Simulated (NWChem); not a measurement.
Molecule: SiH$_{2}$O$_{2}$, singlet; SMILES O[Si]O

```xyz
5

Si     0.6261     0.0205     0.0000
O     -0.4115     1.3174     0.0000
H     -1.3550     1.1039     0.0000
O     -0.5185    -1.2095     0.0000
H     -0.1674    -2.1067     0.0000
```
Atoms are numbered in this order, from 1.

Computed with NWChem. Low-valent species are run as closed-shell singlets; no triplet was tried in these runs. Geometry: optimised at PBE0/def2-SVP. Vzz is the largest principal value of the second derivative of the potential at the nucleus (NWChem prints the opposite sign); η is the asymmetry. Non-relativistic.

**Question.** Predict the results for PBE/cc-pVTZ. Quantities: Vzz O2 (a.u.); η O2; Vzz O4 (a.u.); η O4.

**Answer.** 
```
Item           Result
-------------  ------
Vzz O2 (a.u.)   1.247
η O2             0.03
Vzz O4 (a.u.)   1.236
η O4             0.05
```
